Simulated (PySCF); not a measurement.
H5O4Si, SMILES O[Si](O)(O)[OH2+], charge +1.

Geometry: r2SCAN-D4/def2-SVP. The values are those of a single conformer.

These are TDDFT-PBE/def2-SVPD (PySCF) values and carry that method's errors.

Vertical excitations. Gas-phase values at a fixed geometry.

**Question.** List the lowest excited states. (The exact figures need the calculation; the answer reports its results.)

**Answer.** 
```tsv
state	energy (eV)	λ (nm)	f	main pairs
S1	6.78	183	0.005	HOMO→LUMO 100 %
S2	7.24	171	0.016	HOMO−1→LUMO 99 %
S3	7.34	169	0.020	HOMO−2→LUMO 99 %
S4	7.86	158	0.015	HOMO−3→LUMO 96 %
S5	8.08	153	0.015	HOMO→LUMO+1 90 %
S6	8.27	150	0.028	HOMO−4→LUMO 95 %
S7	8.55	145	0.010	HOMO−1→LUMO+1 89 %
S8	8.70	142	0.042	HOMO−2→LUMO+1 83 %
S9	8.74	142	0.055	HOMO−5→LUMO 93 %
S10	8.93	139	0.005	HOMO→LUMO+2 95 %
T1	6.63	187	0	HOMO→LUMO 100 %
T2	7.07	175	0	HOMO−1→LUMO 99 %
T3	7.17	173	0	HOMO−2→LUMO 99 %
T4	7.70	161	0	HOMO−3→LUMO 98 %
```
Triplets are in the Tamm–Dancoff approximation, which puts them higher than full response would, so one can lie above its singlet here.
